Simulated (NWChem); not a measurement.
# C2H4Br2; SMILES BrC(Br)C

Program: NWChem. Pople sets run with spherical d functions. Coordinates come from a PBE0/def2-SVP optimisation.

Among these, which level gives the lowest value of “dipole (D)”?
(A) B3LYP/aug-cc-pVTZ
(B) B3LYP/STO-3G
(C) B3LYP/def2-TZVP
(D) B3LYP/def2-SVP

B, B3LYP/STO-3G. Values: B3LYP/STO-3G 1.67; B3LYP/def2-SVP 1.81; B3LYP/aug-cc-pVTZ 1.96; B3LYP/def2-TZVP 1.96
